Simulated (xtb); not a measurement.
C₄H₁₁O₂ (SMILES COCC[OH+]C), charge +1, singlet, at a GFN2-xTB geometry; GFN-FF in xtb.

The xtb input:
```
$ xtb mol.xyz --gfnff --chrg 1 --json

# file mol.xyz
17

C     -2.15155968    -1.05435310    -0.18700047
O     -1.03706568    -0.60282853     0.56491278
C     -0.74096859     0.75977972     0.44396047
C      0.32326333     1.03534935    -0.63017207
O      1.64623900     0.69231972    -0.08650531
C      1.87356508    -0.73366169     0.08883428
H     -3.06051875    -0.52494889     0.10758144
H     -2.25908821    -2.11062448     0.04540578
H     -1.99283928    -0.93152040    -1.26253072
H     -0.35610810     1.09864137     1.41167953
H     -1.63596451     1.34445172     0.20391310
H      0.35300515     2.09951916    -0.86576621
H      0.13060297     0.44812033    -1.53217384
H      2.34477065     1.05032971    -0.67154185
H      2.80548219    -0.85117473     0.63889335
H      1.04210989    -1.13125798     0.67311258
H      1.92936068    -1.25015116    -0.86956641
```

Problem. Write the output that xtb gives for this input, abridged.

Solution. 
```
   ID    Z sym.   atoms
    1    6 C      1, 3, 4, 6
    2    8 O      2, 5
    3    1 H      7-17

           -------------------------------------------------
          |                Calculation Setup                |
           -------------------------------------------------

          ==================== Thresholds ====================
          CN  :   150.00000
          rep :   500.00000
          disp:  2500.00000
          HB1 :   250.00000
          HB2 :   450.00000

          Pauling EN used:
          Z : 1  EN :  2.20
          Z : 6  EN :  2.55
          Z : 8  EN :  3.44
          electric field strengths (au): 0.000

           -------------------------------------------------
          |           Force Field Initialization            |
           -------------------------------------------------

          distances ...
          ----------------------------------------
          generating topology and atomic info file ...
          pair mat ...
          computing topology distances matrix with Floyd-Warshall algo ...
          making topology EEQ charges ...
          #fragments for EEQ constrain: 1
          ----------------------------------------
          generating topology and atomic info file ...
          pair mat ...
          computing topology distances matrix with Floyd-Warshall algo ...
          making topology EEQ charges ...
          #fragments for EEQ constrain: 1
          rings ...
          # BATM   108
          # H in HB   11

  atom   neighbors  erfCN metchar sp-hybrid imet pi  qest     coordinates
    1  C       4    3.50   0.00         3    0    0   0.017   -4.065859   -1.992439   -0.353380
    2  O       2    1.91   0.00         3    0    0  -0.285   -1.959770   -1.139181    1.067530
    3  C       4    3.50   0.00         3    0    0   0.046   -1.400228    1.435776    0.838964
    4  C       4    3.48   0.00         3    0    0   0.028    0.610879    1.956527   -1.190853
    5  O       3    2.76   0.00         3    0    0  -0.316    3.110941    1.308295   -0.163471
    6  C       4    3.48   0.00         3    0    0  -0.003    3.540525   -1.386420    0.167872
    7  H       1    0.97   0.00         0    0    0   0.133   -5.783542   -0.992010    0.203299
    8  H       1    0.97   0.00         0    0    0   0.133   -4.269058   -3.988502    0.085804
    9  H       1    0.97   0.00         0    0    0   0.133   -3.765920   -1.760318   -2.385837
   10  H       1    0.97   0.00         0    0    0   0.123   -0.672947    2.076131    2.667688
   11  H       1    0.97   0.00         0    0    0   0.123   -3.091525    2.540646    0.385340
   12  H       1    0.97   0.00         0    0    0   0.120    0.667083    3.967516   -1.636061
   13  H       1    0.97   0.00         0    0    0   0.120    0.246804    0.846825   -2.895389
   14  H       1    0.97   0.01         0    0    0   0.245    4.430974    1.984835   -1.269030
   15  H       1    0.97   0.00         0    0    0   0.128    5.301593   -1.608487    1.207333
   16  H       1    0.97   0.00         0    0    0   0.128    1.969302   -2.137768    1.271998
   17  H       1    0.97   0.00         0    0    0   0.128    3.645963   -2.362443   -1.643242

          #atoms :   17
          #bonds :   16
          #angl  :   28
          #tors  :   30
          #nmol  :   1
          #optfrag :   1
           -------------------------------------------------
          |                   G F N - F F                   |
          |          A general generic force-field          |
          |                  Version 1.0.3                  |
           -------------------------------------------------
          Number of HB bonds (bound hydrogen)     60
          Number of HB bonds (unbound hydrogen)   6
          Number of XB bonds                      0

         :::::::::::::::::::::::::::::::::::::::::::::::::::::
         ::                     SUMMARY                     ::
         :::::::::::::::::::::::::::::::::::::::::::::::::::::
         :: total energy              -1.017914004979 Eh    ::
         :: gradient norm              0.078442769076 Eh/a0 ::
         ::.................................................::
         :: bond energy               -2.408039175086 Eh    ::
         :: angle energy               0.006091791466 Eh    ::
         :: torsion energy             0.000346804017 Eh    ::
         :: repulsion energy           0.128381513484 Eh    ::
         :: electrostat energy         1.265204386378 Eh    ::
         :: dispersion energy         -0.007045266820 Eh    ::
         :: HB energy                 -0.000000002974 Eh    ::
         :: XB energy                  0.000000000000 Eh    ::
         :: bonded atm energy         -0.002854055443 Eh    ::
         :: external energy            0.000000000000 Eh    ::
         :: add. restraining           0.000000000000 Eh    ::
         :: total charge               1.000000000000 e     ::
         :::::::::::::::::::::::::::::::::::::::::::::::::::::

           -------------------------------------------------
          |                Property Printout                |
           -------------------------------------------------

molecular dipole:
                 x           y           z       tot (Debye)
 q only:       -0.084      -0.075      -0.800       2.053

           -------------------------------------------------
          | TOTAL ENERGY               -1.017914004979 Eh   |
          | GRADIENT NORM               0.078442769076 Eh/α |
           -------------------------------------------------
########################################################################
[WARNING] Runtime exception occurred
-1- gfnff_setup: Could not read topology file.
########################################################################

normal termination of xtb
```
